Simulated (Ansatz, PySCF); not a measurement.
Pair of molecules: CH4 (SMILES C) (first 5 atoms) with CH5N (SMILES CN); geometry from B3LYP-D3(BJ)/def2-TZVP.
(charge 0, multiplicity 1):
```xyz
12

C     -0.0054    -0.0447    -0.3855
H      0.1006     0.3451    -1.3967
H     -0.2579    -1.1034    -0.4329
H      0.9317     0.0832     0.1541
H     -0.7970     0.4980     0.1297
C     -0.1618     0.7458     3.3650
N      0.0730    -0.6886     3.2094
H      0.2256     1.0712     4.3318
H     -1.2365     0.9354     3.3676
H      0.2893     1.3790     2.5888
H      1.0651    -0.8928     3.2170
H     -0.2861    -1.0139     2.3203
```

Basis-set superposition error: the interaction energy with monomers in their own basis, and in the dimer's basis (counterpoise).

Programs: Ansatz (Gaussian orbitals); PySCF for 6-31G* rows, M06-2X. Values without a source in brackets are computed.

```json
[
 {"level": "HF/6-31G*", "uncorrected (meV)": "12.2", "counterpoise (meV)": "27.9", "difference": "15.7"},
 {"level": "PBE/def2-TZVPPD", "uncorrected (meV)": "-12.8", "counterpoise (meV)": "-9.2", "difference": "3.6"},
 {"level": "BLYP/def2-TZVPPD", "uncorrected (meV)": "33.2", "counterpoise (meV)": "37.4", "difference": "4.2"},
 {"level": "revPBE/def2-TZVPPD", "uncorrected (meV)": "31.9", "counterpoise (meV)": "35.6", "difference": "3.6"},
 {"level": "B97M-V/def2-TZVPPD", "uncorrected (meV)": "-39.0", "counterpoise (meV)": "-36.3", "difference": "2.6"},
 {"level": "B3LYP/6-31G*", "uncorrected (meV)": "-8.3", "counterpoise (meV)": "19.2", "difference": "27.5"},
 {"level": "M06-2X/def2-TZVPPD", "uncorrected (meV)": "-41.6", "counterpoise (meV)": "-38.3", "difference": "3.3"},
 {"level": "wB97X-V/def2-TZVPPD", "uncorrected (meV)": "-41.4", "counterpoise (meV)": "-38.5", "difference": "3.0"},
 {"level": "wB97M-V/def2-TZVPPD", "uncorrected (meV)": "-39.6", "counterpoise (meV)": "-35.8", "difference": "3.9"},
 {"level": "MP2/6-31G*", "uncorrected (meV)": "-28.7", "counterpoise (meV)": "4.3", "difference": "33.0"}
]
```

The error is largest for MP2/6-31G* (33.0 meV) and smallest for B97M-V/def2-TZVPPD (2.6 meV).

Ansatz is a program for electronic structure.
